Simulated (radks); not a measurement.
Q: Species: S+. Configuration: [Ne] 3s2 3p3. Calculated with a radial shooting solver on a logarithmic mesh with Libxc functionals: Dirac Kohn-Sham, PBE, spin-unpolarised, spherical densities, point nucleus; open shells are shared between the two j in proportion to 2j + 1.

Spin-orbit splittings of the eigenvalues, e(l+1/2) - e(l-1/2), with zeta = 2 splitting/(2l+1) and mean radii in bohr:

shell  occ.  splitting (eV)  zeta (eV)  <r> j=l-1/2  <r> j=l+1/2
2p        6               ?          ?       0.4407       0.4430
3p        3         0.09899    0.06600        1.891        1.898

Estimate the 2p splitting.

A: 1.264 eV (zeta = 0.8426 eV).
